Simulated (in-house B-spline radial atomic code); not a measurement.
HSE06 excitations of Se V (Se4+)

Method: HSE06. Computed with a B-spline radial code for spherical atoms: linear response of the closed shell [Ar] 3d10 4s2 with the functional's adiabatic kernel; scalar-relativistic (spin-free one-electron X2C), finite nucleus, no spin-orbit coupling, no double excitations, S, P, D and F terms only; shells from n = 2 respond. Only terms of natural parity with L up to 3 were computed.

Command:
```bash
python run_td.py task.json out
```
Settings (radii: box in bohr, nucleus in fm):
```
Z                        34
electrons                30
configuration            [Ar] 3d10 4s2
hamiltonian              x2c
method                   hse06
box_radius               19.1
rms_radius               4.14
intervals                72
```

Cost of the run: 1 s on 1 thread of Intel(R) Xeon(R) 6975P-C (Granite Rapids) (shared host).

The lowest states, in the order of their Tamm-Dancoff energies; the method's threshold (minus the highest occupied level) is 62.72 eV. Labels give the largest channel, * marks a mixed state, and oscillator strengths are full-response dipole values. Semilocal kernels can invert the small singlet-triplet splittings of Rydberg terms. Energies in eV:

```
     state  full response  Tamm-Dancoff  oscillator strength
4s → 4p 3P         11.459        11.650                    -
4s → 4p 1P         16.482        17.072                 1.61
4s → 4d 3D              ?             ?                    -
4s → 4d 1D          32.61         32.64                    -
4s → 5s 3S              ?             ?                    -
4s → 5s 1S          36.35         36.38                    -
4s → 5p 3P          40.07         40.07                    -
4s → 5p 1P          40.53         40.58               0.0413
4s → 4f 3F          44.74         44.75                    -
4s → 4f 1F          45.03         45.04                    -
```

Problem. Where does 4s → 4d 3D lie?

Solution. At 31.19 eV in full response, 31.22 eV in Tamm-Dancoff.

Problem. Where does 4s → 5s 3S lie?

Solution. At 35.40 eV in full response, 35.41 eV in Tamm-Dancoff.

Problem. How large is the singlet-triplet splitting of 4s → 4p (P terms) in Tamm-Dancoff?

Solution. 5.42 eV, from the unrounded values.

Problem. What polarisabilities and dispersion coefficient does the method give?

Solution. Dipole 4.885 bohr³, quadrupole 8.005 bohr⁵, C6 12.87 hartree·bohr⁶ for two such species.
